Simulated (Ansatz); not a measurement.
A first, cheap relaxation of `[F][Ga-]([F])([F])[AsH3+]`.

```yaml
crystal:
  periodic: [false, false, false]
  atoms:
    - {symbol: F, position_ang: [-0.007000, -1.808600, 1.727700]}
    - {symbol: Ga, position_ang: [0.592900, -1.009000, 0.229100]}
    - {symbol: F, position_ang: [2.294900, -0.613200, 0.455100]}
    - {symbol: F, position_ang: [0.498800, -2.130500, -1.148100]}
    - {symbol: As, position_ang: [-0.644400, 1.043800, -0.267900]}
    - {symbol: H, position_ang: [-1.739500, 1.265400, 0.849000]}
    - {symbol: H, position_ang: [-1.291300, 0.921300, -1.652200]}
    - {symbol: H, position_ang: [0.387800, 2.273800, -0.248500]}
basis:
  gaussian: {orbitals: def2-SVP}
hamiltonian: {xc: pbe, dispersion: d4}
relax: {f_tol: 0.03, max_steps: 200}
```

```sh
$ ansatz run in.yaml --threads 4 --pin off --events-out ev --progress --plain --max-ram 10444MiB
```

It prints (some lines left out):

```
Functional definition: PBE
  name "PBE"
  cite "Perdew, Burke & Ernzerhof, Phys. Rev. Lett. 77, 3865 (1996) doi:10.1103/PhysRevLett.77.3865"
  parent pbe
  parameter kappa = 0.804
  parameter beta = 0.06672455060314922
  exchange = pbe_x(kappa = kappa, mu = beta*pi^2/3)
  correlation = pbe_c(beta = beta)
mean field -121375.90115607 eV, -4460.4820959448 hartree, gradient 1.9e-5 eV, S^2 0.000000; 0 other end points of the search recorded, 0 dependent functions left out
the calculation of the forces begins
relax step   1: F+E_penalty+E_count = -121376.07646540 eV  Δ(F+E_penalty+E_count) = +0.000e0 eV  max|allowed force component| = 1.813e0 eV/Å  Δτ_max = 0.0000 Å  (28 SCF iters, accepted)
these checks for a lower state are left out or cut short: starts, cluster_reference, orbital_swaps, neighbouring_geometries, increment
mean field -121376.44464079 eV, -4460.5020686401 hartree, gradient 3.5e-5 eV, S^2 0.000000; 0 other end points of the search recorded, 0 dependent functions left out
the calculation of the forces begins
relax step   2: F+E_penalty+E_count = -121376.61964290 eV  Δ(F+E_penalty+E_count) = -5.432e-1 eV  max|allowed force component| = 1.136e0 eV/Å  Δτ_max = 0.1990 Å  (32 SCF iters, accepted)
these checks for a lower state are left out or cut short: starts, cluster_reference, orbital_swaps, neighbouring_geometries, increment
mean field -121376.45540566 eV, -4460.5024642415 hartree, gradient 4.3e-5 eV, S^2 0.000000; 0 other end points of the search recorded, 0 dependent functions left out
the calculation of the forces begins
relax step   3: F+E_penalty+E_count = -121376.62956159 eV  Δ(F+E_penalty+E_count) = -9.919e-3 eV  max|allowed force component| = 6.979e-1 eV/Å  Δτ_max = 0.1890 Å  (31 SCF iters, accepted)
these checks for a lower state are left out or cut short: starts, cluster_reference, orbital_swaps, neighbouring_geometries, increment
mean field -121376.52199807 eV, -4460.5049114677 hartree, gradient 3.9e-5 eV, S^2 0.000000; 0 other end points of the search recorded, 0 dependent functions left out
the calculation of the forces begins
relax step   4: F+E_penalty+E_count = -121376.69565130 eV  Δ(F+E_penalty+E_count) = -6.609e-2 eV  max|allowed force component| = 1.629e-1 eV/Å  Δτ_max = 0.1143 Å  (31 SCF iters, accepted)
these checks for a lower state are left out or cut short: starts, cluster_reference, orbital_swaps, neighbouring_geometries, increment
mean field -121376.52907873 eV, -4460.5051716772 hartree, gradient 4.6e-5 eV, S^2 0.000000; 0 other end points of the search recorded, 0 dependent functions left out
the calculation of the forces begins
relax step   5: F+E_penalty+E_count = -121376.70336103 eV  Δ(F+E_penalty+E_count) = -7.710e-3 eV  max|allowed force component| = 2.035e-2 eV/Å  Δτ_max = 0.0697 Å  (25 SCF iters, accepted)
these checks for a lower state are left out or cut short: starts, cluster_reference, orbital_swaps, neighbouring_geometries, increment
mean field -121376.52990136 eV, -4460.5052019080 hartree, gradient 4.3e-5 eV, S^2 0.000000; 0 other end points of the search recorded, 0 dependent functions left out
the calculation of the forces begins
relax step   6: F+E_penalty+E_count = -121376.70399104 eV  Δ(F+E_penalty+E_count) = -6.300e-4 eV  max|allowed force component| = 1.850e-2 eV/Å  Δτ_max = 0.0305 Å  (25 SCF iters, accepted)
mean field -121376.52990136 eV, -4460.5052019080 hartree, gradient 4.3e-5 eV, S^2 0.000000; 1 other end points of the search recorded, 0 dependent functions left out
the calculation of the forces begins
Total energy: -121376.70403431 eV, -4460.5116011760 hartree
Atom 0 at    -0.069521    -1.792717     1.751433 Å, force     0.006782    -0.004101    -0.003639 eV/Å
Atom 1 at     0.761068    -1.247310     0.289284 Å, force    -0.010218     0.015883    -0.013542 eV/Å
Atom 2 at     2.372024    -0.540449     0.473533 Å, force    -0.004663    -0.009030     0.006772 eV/Å
Atom 3 at     0.423048    -2.109326    -1.218285 Å, force     0.002760    -0.002432     0.015993 eV/Å
Atom 4 at    -0.575457     0.943854    -0.216615 Å, force     0.012402    -0.018496     0.000796 eV/Å
Atom 5 at    -1.708453     1.392009     0.694180 Å, force     0.006437    -0.004435    -0.001668 eV/Å
Atom 6 at    -1.303604     1.043016    -1.547458 Å, force    -0.007531     0.010603    -0.002813 eV/Å
Atom 7 at     0.193095     2.253922    -0.281872 Å, force    -0.005969     0.012008    -0.001898 eV/Å
Dipole moment:    -0.618153     1.007615    -0.227112 e Å
```

Hardware: 4 threads of an Arm Neoverse V2 on a shared host. Wall time 9 s, peak host memory 0.19 GiB.
